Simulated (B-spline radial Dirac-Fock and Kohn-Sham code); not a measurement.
**Cross section and asymmetry of the 5d3/2 subshell of Hg²⁺**

System: mercury as Hg²⁺, [Xe] 4f14 5d10. The computed 5d3/2 threshold is 34.86 eV; without correlation, outer thresholds are uncertain by 1 to 2 eV.

Calculated with a B-spline atomic structure program, using the independent-particle Dirac-Slater model, thresholds from Dirac-Fock. Interchannel coupling and autoionising resonances are not included, so magnitudes near threshold are approximate.

Question: How do σ and β run from threshold to 400 eV kinetic energy?

Answer: The cross section has a minimum of 0.039 Mb near 205 eV kinetic energy, a Cooper minimum, where a dipole matrix element changes sign; it needs a radial node in the bound orbital. Its largest value, 17.8 Mb, lies 4 eV above threshold. β ranges from -0.65 (at 255.8 eV) to 1.97.

```csv
kinetic energy (eV),σ (Mb),β
1.5,17.6,0.17
2.3,17.7,0.15
3.7,17.8,0.16
5.7,17.6,0.19
9.0,16.5,0.28
14.0,13.8,0.44
21.9,9.24,0.67
34.2,4.69,0.98
53.5,1.75,1.37
83.7,0.468,1.83
130.9,0.0935,1.71
204.6,0.0385,-0.49
319.9,0.0445,-0.31
```
